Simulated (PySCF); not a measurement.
B97-3 on I⁻ (iodine, charge -1)

Configuration: [Xe], closed-shell 1S. Computed with PySCF 2.14 in aug-cc-pVTZ-PP with one added diffuse shell each of d, f type with ECP28MDF (6s5p5d3f, 67 functions), with scalar relativity through the core potential.

```
Total energy                : -295.8631 hartree
One-electron energy         : -521.1419 hartree
Hartree (Coulomb) energy    : 247.5923 hartree
Exchange-correlation energy : -22.3135 hartree
⟨S²⟩                        : 0.0000
⟨L²⟩                        : 0.000
Sum of ⟨r⟩                  : 35.94 bohr
Sum of ⟨r²⟩                 : 76.58 bohr²
```

```csv
shell,electrons,mean orbital energy (hartree),"rms radius, mean of both spins (bohr)"
4s,2,-6.64803,0.796
4p,6,-4.62674,0.854
4d,10,-1.67725,1.00
5s,2,-0.43517,2.16
5p,6,-0.03935,2.93
```

Energies and moments cover only the electrons outside the core potential.
